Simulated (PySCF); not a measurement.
**`C[C@H]1CC[Si@](N)(F)C1`, C$_{5}$H$_{12}$FNSi**

Geometry:
```csv
atom,x (Å),y (Å),z (Å)
C1,2.445,-0.654,-0.056
C2,1.087,-0.185,0.452
C3,0.695,1.173,-0.139
C4,-0.731,1.512,0.311
Si5,-1.630,-0.167,0.274
N6,-2.829,-0.558,-0.892
F7,-2.418,-0.402,1.674
C8,-0.035,-1.179,0.120
H9,2.705,-1.617,0.379
H10,3.221,0.062,0.204
H11,2.428,-0.761,-1.140
H12,1.138,-0.076,1.541
H13,1.405,1.945,0.162
H14,0.721,1.100,-1.230
H15,-1.161,2.284,-0.324
H16,-0.707,1.915,1.324
H17,-3.791,-0.369,-0.668
H18,-2.654,-0.419,-1.872
H19,0.009,-2.045,0.776
H20,0.098,-1.548,-0.898
```

Method used: PySCF, TDDFT B3LYP/def2-SVPD circular dichroism and optical rotation, one conformer, gas phase. Geometry: GFN2-xTB.

The molecule is flexible and this is one conformer; a measurement averages over conformers. States above about 7.0 eV (minus the energy of the highest occupied orbital) lie near or above the ionisation threshold and depend on the basis.

(1) Draw the ECD and absorption spectra from the lowest 12 states, each a Gaussian of half-width 0.25 eV at 1/e height.

Answers

(1) 
| E (eV) | λ (nm) | Δε (L mol⁻¹ cm⁻¹) | ε (L mol⁻¹ cm⁻¹) |
| --- | --- | --- | --- |
| 5.67 | 219 | +0.13 | 50.5 |
| 5.77 | 215 | +0.53 | 213 |
| 5.87 | 211 | +1.63 | 653 |
| 5.97 | 208 | +3.63 | 1450 |
| 6.07 | 204 | +5.86 | 2350 |
| 6.17 | 201 | +6.88 | 2760 |
| 6.27 | 198 | +5.87 | 2370 |
| 6.37 | 195 | +3.66 | 1530 |
| 6.47 | 192 | +1.84 | 828 |
| 6.57 | 189 | +1.48 | 511 |
| 6.67 | 186 | +3.36 | 456 |
| 6.77 | 183 | +8.21 | 502 |
| 6.87 | 180 | +15.19 | 592 |
| 6.97 | 178 | +20.64 | 688 |
| 7.07 | 175 | +20.69 | 758 |
| 7.17 | 173 | +15.53 | 854 |
| 7.27 | 170 | +9.02 | 1070 |
| 7.37 | 168 | +4.26 | 1380 |
| 7.47 | 166 | +1.34 | 1620 |
| 7.57 | 164 | -1.72 | 1770 |
| 7.67 | 162 | -6.54 | 2010 |
| 7.77 | 159 | -12.03 | 2480 |
| 7.87 | 157 | -14.49 | 3060 |
| 7.97 | 155 | -11.06 | 3460 |
| 8.07 | 154 | -3.28 | 3500 |
| 8.17 | 152 | +4.07 | 3100 |

Δε uses R in velocity form, ε uses f in length form. Only the states computed contribute, so the short-wavelength end is incomplete.

The sign of the CD band at 186 nm isn't settled: the length form gives the opposite one.
